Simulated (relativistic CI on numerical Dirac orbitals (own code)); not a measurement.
Radial parameters of Yb XXIX

Method of calculation: Dirac-Coulomb-Breit CI, separate exchange-only KLI orbitals for each configuration, model QED (radiative potential, 1s self-energy scaled to tabulated hydrogen-like ionisation energies), unscaled Slater integrals (own radial code, finite nucleus).

Slater integrals F^k, G^k are unscaled and averaged over j, outside the closed core [Ar] 3d10; ζ comes from projecting the Hamiltonian with its Breit term on Σ l·s of the shell.

- 4s2 4p6 4d6: F^2(4d,4d) = 211240, F^4(4d,4d) = 143610, ζ(4d) = 40565 cm⁻¹; <r>(4d) = 0.4769, <r^2>(4d) = 0.2599 (bohr units).
- 4s2 4p5 4d7: ζ(4p) = 334800, F^2(4d,4d) = 211190, F^4(4d,4d) = 143570, F^2(4p,4d) = 213760, G^1(4p,4d) = 266980, G^3(4p,4d) = 170430, ζ(4d) = 40408 cm⁻¹; <r>(4p) = 0.4692, <r^2>(4p) = 0.2491, <r>(4d) = 0.477, <r^2>(4d) = 0.26 (bohr units).
- 4s2 4p6 4d5 4f: F^2(4d,4d) = 211130, F^4(4d,4d) = 143530, ζ(4d) = 40538, F^2(4d,4f) = 211020, F^4(4d,4f) = 137790, G^1(4d,4f) = 223660, G^3(4d,4f) = 152460, G^5(4d,4f) = 111510, ζ(4f) = 6337.1 cm⁻¹; <r>(4d) = 0.4772, <r^2>(4d) = 0.2603, <r>(4f) = 0.4581, <r^2>(4f) = 0.2392 (bohr units).

(1) Give the Racah parameters of the d shell in 4s2 4p6 4d6.

Averages of the first 10 configurations, taken without configuration mixing, which lowers the lowest level and can move excited configurations by several eV; other configurations of the list can lie among them:

```tsv
Configuration	Parity	States	Average energy above the lowest level (eV)
4s2 4p6 4d6	even	210	25.1
4s2 4p5 4d7	odd	720	208.8
4s2 4p6 4d5 4f	odd	3528	209.8
4s2 4p4 4d8	even	675	395.3
4s 4p6 4d7	even	240	348.1
4p6 4d8	even	45	675.2
4s 4p6 4d6 4f	odd	5880	530.9
4s2 4p6 4d5 5s	even	504	360.6
4s 4p5 4d8	odd	540	530.3
4s2 4p6 4d5 5d	even	2520	492.4
```

Answers

(1) B = F²/49 − 5F⁴/441 = 2683 cm⁻¹ and C = 35F⁴/441 = 11398 cm⁻¹.
